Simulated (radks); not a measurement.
Question: These are the eigenvalues of the occupied orbitals of an atom or ion with whole-number occupations (hartree). Method: scalar-relativistic Kohn-Sham, exchange-only LDA, spin-polarised, spherical densities, point nucleus; computed with a radial shooting solver on a logarithmic mesh with Libxc functionals.

1s up: -9.87991
1s down: -9.84013
2s up: -0.49846
2s down: -0.37078
2p up: -0.19585

Which element is it, and in what charge state? The configuration may be excited. Open shells, if any, are filled with parallel spins first.

Answer: Z = 6, carbon, charge 0: C in [He] 2s2 2p2. The list shows which subshells hold electrons but not how many an open one holds; the 1s level, -9.8799 hartree, gives Z - s = 4.4 by -(Z - s)^2/2, which with screening and relativity narrows Z to a few neighbours, and the depths of the outer levels then fix element, charge and occupations together.
